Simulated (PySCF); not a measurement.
Structure problem from calculated spectra and properties.

Formula: C5H14OSi.

* Dipole: 0.93 D [PBE0/def2-SVPD]
* 1H NMR: chemical shifts (computed TMS as zero) by class: 3.83 (2 H), 1.29 (3 H), 0.04 (9 H) ppm [GIAO PBE0/pcSseg-1]
* NMR, other nuclei: isotropic shieldings of nuclei other than C and H, by class: 281 (1 O), 338 (1 Si) ppm [GIAO PBE0/pcSseg-1]
* UV, first state: lowest singlet excitation: 7.03 eV (176 nm, f = 0.014) [TDDFT PBE0/def2-SVPD]
* Triplet: lowest triplet excitation (Tamm–Dancoff): 6.91 eV [TDA PBE0/def2-SVPD]
* 13C NMR: chemical shifts (computed TMS as zero) by class: 61.3 (1 C), 20.8 (1 C), -0.2 (3 C) ppm [GIAO PBE0/pcSseg-1]
* Polarisability: 91.2 au [PBE0/def2-SVPD]
* Rotational structure: rotational constants A, B, C: 2.814, 1.212, 1.180 GHz [GFN2-xTB]

The electronic properties come from PySCF, for the isolated species, density fitting. Levels stand in brackets. NMR shifts are as computed; neighbouring signals can stand in another order in a measured spectrum. Geometry: GFN2-xTB, one conformer, isolated molecule. NMR values are class means; diastereotopic atoms form classes of their own.

Q: Give a SMILES that accounts for the data.

A: Numbering: `[CH3:1][CH2:2][O:3][Si:4]([CH3:5])([CH3:6])[CH3:7]`. Its formula, C5H14OSi, gives 0 degrees of unsaturation, so no ring and no π bond. 5 carbons fall into 3 classes; from least to most shielded: sp3 carbon bound to oxygen [C2] (61.3 ppm), methyl carbon [C1] (20.8 ppm), Si-methyl carbon [C5/C6/C7] (-0.2 ppm, 3 C, up to 2.0 ppm apart in this geometry). Hydrogen classes from least to most shielded: 2 H on an sp3 carbon bound to oxygen, C2 (3.83 ppm), 3 H on a methyl carbon, C1 (1.29 ppm, a mean of values up to 0.5 ppm apart in this geometry), 9 H on 3 Si-methyl carbons, C5/C6/C7 (0.04 ppm, a mean of values up to 0.7 ppm apart in this geometry). The other shieldings belong to: 281 ppm, silyl ether oxygen [O3]; 338 ppm, oxygen-bound silicon [Si4]. The optimised geometry has point group Cs and is an asymmetric top. Structure: trimethylethoxysilane (`CCO[Si](C)(C)C`). Computed isomers that give other values at the same levels: `CCOCCC[SiH3]` (13C chemical shifts (computed TMS as zero) by class: 73.8 (1 C), 71.2 (1 C), 31.6 (1 C), 18.0 (1 C), 6.2 (1 C) ppm); `CCC(C)(C)O[SiH3]` (13C chemical shifts (computed TMS as zero) by class: 73.5 (1 C), 41.1 (1 C), 30.0 (2 C), 9.8 (1 C) ppm); `C[SiH2]OC(C)(C)C` (13C chemical shifts (computed TMS as zero) by class: 72.7 (1 C), 32.8 (3 C), -2.1 (1 C) ppm). The assignments are read from this structure; whether some other isomer fits the data as well wasn't checked.

Shape of the structure used: `[CH3:1][CH2:2][O:3][Si:4]([CH3:5])([CH3:6])[CH3:7]`: C1–C2–O3–Si4 180°, C2–O3–Si4–C5 -61°.
